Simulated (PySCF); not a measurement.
Input for PySCF: R-MP2/6-31G* on CH8AlN (a complex).

```python
from pyscf import gto, scf, dft, mp
from pyscf.data.elements import chemcore

mol = gto.M(
    atom='''
    Al   -0.32761636    0.59589039    1.67060197
    H    -0.75494524   -0.86569892    1.18550596
    H     0.92990965    1.27227927    0.95262748
    H    -1.49152111    1.56324468    2.18414292
    C    -0.38378965   -0.55512101    4.42810936
    N     0.53366078    0.11412890    3.47663392
    H    -1.23014283    0.10311917    4.61247149
    H     0.10734470   -0.79405169    5.37215337
    H    -0.75344252   -1.46840119    3.96674293
    H     0.90000968    0.96987042    3.88515529
    H     1.33852584   -0.47800178    3.28960817
    ''',
    basis='6-31g*',
    cart=True,
    charge=0, spin=0, verbose=3, max_memory=1800)
mf = scf.RHF(mol)
mf.conv_tol = 1e-8
mf.max_cycle = 100
mf.kernel()
if not mf.converged:
    mf = mf.newton().run(mf.mo_coeff, mf.mo_occ)
pt = mp.MP2(mf, frozen=chemcore(mol)).run()
```

Task: Predict the final total energy.

Result: -339.2334 hartree.
